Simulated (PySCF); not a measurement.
## Ionisation energy of Re by level of theory

Re [Xe] 4f14 5d5 6s2 (6S) → Re⁺ [Xe] 4f14 5d5 6s1 (7S), as a difference of total energies. All numbers are calculated (PySCF 2.14, scalar relativity through the core potential, in aug-cc-pVTZ-PP with one added diffuse shell each of s, p, d, f, g type with ECP60MDF (7s7p6d4f3g, 113 functions)). Correlated levels: valence: 5s2 5p6 frozen. The calculations carry no spin-orbit coupling.

```csv
method,ionisation energy (eV),error (eV)
UHF,5.925,-1.909
LDA,8.049,+0.215
PBE,7.551,-0.283
PBE0,7.342,-0.492
r2SCAN,7.122,-0.712
revPBE,7.423,-0.411
M06-L,8.066,+0.232
TPSS,7.405,-0.429
MP2 (valence),7.373,-0.461
SCS-MP2 (valence),7.671,-0.163
```

Reference: 7.834 eV (measured; NIST Atomic Spectra Database, ionization energies).

Errors of the correlated levels include the incompleteness of this basis and the frozen core.

MP2 underrates the near-degeneracy of ns² with np² in the lower species.
